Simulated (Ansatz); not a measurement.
`[OH][Sn]([OH])([F])[Cl]` → Cl• + F• + 2 H• + 2 O• + Sn•  (atomization)

Computed with Ansatz on PBE0-D4/def2-TZVP structures; ΔE is electronic, products minus reactants. CBS: MP2 limit from def2 TZ/QZ plus the TZ coupled-cluster correction, frozen cores. This one scheme is used for every species, atoms too. Functionals use def2-TZVPP. Open shells (•) are unrestricted, without spin–orbit coupling. Spin–orbit coupling would lower the free atoms: a little for Cl, F, O; strongly for Sn. Elements past krypton have def2 core potentials. Bonds to Sn are less sure, by a few kJ/mol each and by 10 to 20 or more in all where they break to atoms, as the def2 sets lack core-valence functions. One conformer a species, not always the lowest.

| level | ΔE (eV) |
| --- | --- |
| ωB97X-V | 24.41 |
| r2SCANh | 23.89 |

Question: What does CCSD(T)/CBS give? (An estimate is asked.)

Answer: Ansatz gave: +24.73 eV. The listed levels differ from it by -0.32, -0.84 eV.

Largest T1 diagnostic among the species: 0.014.

In def2-TZVPP, CCSD(T) changes the Hartree–Fock value by +8.11 eV (the triples alone add +0.63 eV) and MP2 by +9.11 eV; breaking electron pairs costs correlation energy, which Hartree–Fock lacks. From BLYP to BHLYP (50 % exact exchange), in def2-TZVPP and without D4, ΔE moves by −1.59 eV: exact exchange takes away binding that semilocal exchange gives to molecules.

For atomizations the MP2-based limit and the directly extrapolated one differ by several kJ/mol either way, and by 10 to 25 for some Ge, Se and Sn compounds, so smaller differences from it don't rank the levels.
